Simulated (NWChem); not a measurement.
SnH2S, singlet; SMILES [SH][SnH]

```xyz
4

Sn     0.0213     0.6116     0.0000
H     -1.7570     0.6131     0.0000
S     -0.0382    -1.8253     0.0000
H      1.3039    -1.9900     0.0000
```
Atoms are numbered in this order, from 1.

Results from NWChem. Low-valent species are run as closed-shell singlets; no triplet was tried in these runs. Geometry: optimised at PBE0/def2-SVP (def2 core potentials past Kr). B3LYP is NWChem's, with the RPA form of VWN correlation.

Estimate the computed values for B3LYP/STO-3G (all-electron, non-relativistic). Quantities: highest occupied level (eV); orbital gap (eV); dipole (D).


```json
{
 "highest occupied level (eV)": "-2.85",
 "orbital gap (eV)": "3.65",
 "dipole (D)": "0.55"
}
```
